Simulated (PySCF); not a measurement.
isopropylamine cation (C3H9N), SMILES CC(C)N (connectivity only; charge and spin as stated), charge +1, multiplicity 2. Atoms are numbered in the order given.

```xyz
13

C      0.0911    -0.6965    -1.3017
C     -0.2894     0.0163     0.0000
C      0.0911    -0.6965     1.3017
N      0.0824     1.3824     0.0000
H     -0.3862    -1.6850    -1.3220
H      1.1827    -0.8354    -1.3448
H     -0.2401    -0.1402    -2.1919
H     -1.4242     0.0848     0.0000
H     -0.2401    -0.1402     2.1919
H      1.1827    -0.8354     1.3448
H     -0.3862    -1.6850     1.3220
H      0.1887     1.9099     0.8745
H      0.1887     1.9099    -0.8745
```
Charge +1, spin multiplicity 2.

Geometry: B3LYP-D3(BJ)/def2-SVP. The spin state was assumed, not searched. The values are those of a single conformer.

Two levels are set side by side: PBE/pcH-1 (PySCF) and PBE0/pcH-1 (PySCF). Contact hyperfine couplings, same geometry. Differences are taken from unrounded values.

```csv
quantity,PBE0
"A(iso) of 13C, atom C1 (MHz)",16.2
"A(iso) of 13C, atom C2 (MHz)",-34.4
"A(iso) of 13C, atom C3 (MHz)",16.2
"A(iso) of 14N, atom N4 (MHz)",37.4
"A(iso) of 1H, atom H5 (MHz)",-3.6
"A(iso) of 1H, atom H6 (MHz)",19.0
"A(iso) of 1H, atom H7 (MHz)",-0.3
"A(iso) of 1H, atom H8 (MHz)",386.5
"A(iso) of 1H, atom H9 (MHz)",-0.3
"A(iso) of 1H, atom H10 (MHz)",19.0
"A(iso) of 1H, atom H11 (MHz)",-3.6
"A(iso) of 1H, atom H12 (MHz)",-63.1
"A(iso) of 1H, atom H13 (MHz)",-63.1
```

### Question
What does PBE give, and how far is it from PBE0? (Estimate from the structure and the level; the computed values follow.)

### Answer

```json
[
 {"quantity": "A(iso) of 13C, atom C1 (MHz)", "PBE": "15.2", "PBE minus PBE0": "-0.9"},
 {"quantity": "A(iso) of 13C, atom C2 (MHz)", "PBE": "-26.1", "PBE minus PBE0": "8.3"},
 {"quantity": "A(iso) of 13C, atom C3 (MHz)", "PBE": "15.2", "PBE minus PBE0": "-0.9"},
 {"quantity": "A(iso) of 14N, atom N4 (MHz)", "PBE": "24.5", "PBE minus PBE0": "-12.9"},
 {"quantity": "A(iso) of 1H, atom H5 (MHz)", "PBE": "-3.2", "PBE minus PBE0": "0.4"},
 {"quantity": "A(iso) of 1H, atom H6 (MHz)", "PBE": "35.1", "PBE minus PBE0": "16.1"},
 {"quantity": "A(iso) of 1H, atom H7 (MHz)", "PBE": "2.4", "PBE minus PBE0": "2.6"},
 {"quantity": "A(iso) of 1H, atom H8 (MHz)", "PBE": "422.9", "PBE minus PBE0": "36.5"},
 {"quantity": "A(iso) of 1H, atom H9 (MHz)", "PBE": "2.4", "PBE minus PBE0": "2.6"},
 {"quantity": "A(iso) of 1H, atom H10 (MHz)", "PBE": "35.1", "PBE minus PBE0": "16.1"},
 {"quantity": "A(iso) of 1H, atom H11 (MHz)", "PBE": "-3.2", "PBE minus PBE0": "0.4"},
 {"quantity": "A(iso) of 1H, atom H12 (MHz)", "PBE": "-48.7", "PBE minus PBE0": "14.5"},
 {"quantity": "A(iso) of 1H, atom H13 (MHz)", "PBE": "-48.7", "PBE minus PBE0": "14.5"}
]
```

Rough cost on one machine, each run with all the roots and properties that it gave: PBE0 against PBE within a factor of 2.
